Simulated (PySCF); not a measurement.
**Spin-rotation constants: SMILES C=C/C(F)=C/Br, C$_{4}$H$_{4}$BrF**

Geometry:
```tsv
atom	x (Å)	y (Å)	z (Å)
C1	-1.880	-0.252	0.057
C2	-0.725	0.398	-0.039
C3	0.564	-0.259	0.019
F4	0.535	-1.595	0.176
C5	1.738	0.371	-0.072
Br6	3.399	-0.509	0.008
H7	-2.822	0.264	0.010
H8	-1.914	-1.321	0.184
H9	-0.685	1.470	-0.167
H10	1.799	1.438	-0.197
```

Computed with GIAO HF/pcSseg-1 magnetisability, rotational g tensor and spin-rotation constants, non-relativistic, gas phase (PySCF). Geometry: GFN2-xTB.

The calculation is non-relativistic, which matters for the atoms heavier than Zn.

(1) Give the nuclear spin-rotation constants along the inertial axes (H = +C I·J) beside the isotropic shieldings.

(2) How do the rotational constants and the g tensor change when H7, H8, H9, H10 are replaced by deuterium?

Answers

(1) Rotational constants 9.9107, 0.9496, 0.8665 GHz. A star marks the isotopologue with that one atom substituted, in its own axes.
| atom | isotope | Caa (kHz) | Cbb (kHz) | Ccc (kHz) | mean (kHz) | σ (ppm) |
| --- | --- | --- | --- | --- | --- | --- |
| F4 | 19F | 12.257 | 0.864 | 0.108 | 4.410 | 339.2 |
| Br6 | 79Br | 5.539 | 1.439 | 1.040 | 2.673 | 2408.0 |
| H7 | 1H | 0.517 | -0.064 | -0.102 | 0.117 | 26.4 |
| H8 | 1H | -1.008 | 0.089 | -0.100 | -0.340 | 25.9 |
| H9 | 1H | -1.028 | 0.093 | -0.105 | -0.347 | 25.9 |
| H10 | 1H | -1.077 | 0.075 | -0.099 | -0.367 | 26.5 |
| C1 | 13C* | 3.670 | 0.396 | 0.088 | 1.385 | 64.7 |
| C2 | 13C* | 3.336 | 0.415 | 0.114 | 1.288 | 61.5 |
| C3 | 13C* | 3.448 | 0.480 | 0.193 | 1.374 | 24.3 |
| C5 | 13C* | 2.850 | 0.351 | 0.130 | 1.110 | 83.6 |

For the geometry as given, no vibrational averaging.

(2) Constants 8.5470, 0.8811, 0.7988 GHz; g -0.0604, -0.0081, 0.0009, against -0.0697, -0.0086, 0.0012 before.
